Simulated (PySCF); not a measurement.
# Sb²⁺: interval between two levels

Sb²⁺ [Kr] 4d10 5s2 5p1 [2P3/2, M_J = 3/2] → Sb²⁺ [Kr] 4d10 5s1 5p1 6s1 [4P5/2, M_J = 5/2], as a difference of total energies. Calculation: PySCF 2.14, in x2c-TZVPall-2c with one added diffuse shell each of s, p, d, f type (9s10p6d3f, 90 functions); the two-component X2C-1e Hamiltonian. Correlated levels: [Ar] 3d10 frozen; the 6 highest virtual spinors dropped. "Screened" scales the spin-orbit matrix elements by Boettger's factors to mimic the two-electron term; Breit and QED terms are absent.

```csv
method,interval between two levels (cm⁻¹)
GHF (screened spin-orbit),143630
GMP2 (screened spin-orbit),156570
```

The labels give the starting determinants; with spin-orbit coupling the two ends relaxed to ⟨J²⟩ = 3.76, ⟨L²⟩ = 2.02, ⟨S²⟩ = 0.77 and ⟨J²⟩ = 11.22, ⟨L²⟩ = 4.58, ⟨S²⟩ = 3.77.

The promoted electron is Rydberg-like, and one or two diffuse shells describe it only roughly, which tends to raise the upper state.

The determinant of the upper state mixes levels of different J (the jj label is only the starting occupation), so the difference between spin-free and spin-orbit rows is not the physical spin-orbit shift.
